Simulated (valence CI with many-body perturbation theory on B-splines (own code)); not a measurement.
Which ion has this spectrum?

A relativistic CI+MBPT calculation for an atom or ion with 23 electrons gives these levels (eV):

| J | Parity | E | g |
| --- | --- | --- | --- |
| 5/2 | even | 0.00 | 1.27 |
| 5/2 | even | 62.90 | 1.33 |
| 7/2 | even | 74.70 | 1.16 |
| 11/2 | even | 75.94 | 1.10 |
| 3/2 | even | 76.65 | 1.15 |
| 9/2 | even | 81.70 | 1.13 |
| 5/2 | even | 85.57 | 1.13 |
| 1/2 | even | 89.41 | 1.78 |
| 7/2 | even | 90.09 | 1.07 |
| 3/2 | even | 107.65 | 0.80 |
| 5/2 | even | 136.51 | 1.31 |
| 7/2 | even | 145.39 | 1.21 |
| 11/2 | even | 145.72 | 1.09 |
| 9/2 | even | 147.81 | 1.14 |

The energies are calculated, and their last digits are not significant.

Q: Which is it?
A. Re52+
B. Ta50+
C. W51+
D. Hf49+

A: A. Re52+, ground level (3d3/2^4 3d5/2) J=5/2.
